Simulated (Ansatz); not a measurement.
Ansatz (a quantum-chemistry and plane-wave program) input (PBE0/def2-TZVPD):

Ansatz 0.2 input:
```yaml
crystal:
  periodic: [false, false, false]
  atoms:
    - {symbol: Sn, position_ang: [-0.00000000, -0.00000000, -0.25264832]}
    - {symbol: O, position_ang: [0.00000000, 0.00000000, 1.57905201]}
basis:
  gaussian:
    orbitals: def2-TZVPD
hamiltonian:
  xc: {name: PBE0}
total_charge: 1
magnetization: {spin_polarized: true, initial_magnetization: 1}
```

Output:

```
Functional definition: PBE0
integrals: 0.02 GiB planned
672 factors; their error is unknown
mean field: 0.31 GiB planned
mean field evaluation 1: about -7830.8153 eV, gradient 9.4e1 eV
mean field evaluation 2: about -7579.0023 eV, gradient 1.8e2 eV
mean field evaluation 4: about -7866.6508 eV, gradient 1.1e1 eV
mean field evaluation 8: about -7867.1368 eV, gradient 1.9e-1 eV
mean field evaluation 16: about -7867.2241 eV, gradient 1.4e-3 eV
mean field evaluation 32: about -7867.3110 eV, gradient 4.1e-2 eV
mean field evaluation 64: about -7867.2911 eV, gradient 2.0e0 eV
mean field -7867.31066728 eV, -289.1183343680 hartree, gradient 5.4e-6 eV, S^2 0.754840; 4 other end points of the search recorded, 0 dependent functions left out
reference -7867.31069440 eV, -289.1183353644 hartree; 15, 14 occupied and 81, 82 virtual orbitals, 672 factors
Total energy: -7867.31069440 eV, -289.1183353644 hartree
```

This state (charge 1, doublet) is run at the relaxed geometry of the species with charge 0 and multiplicity 1.
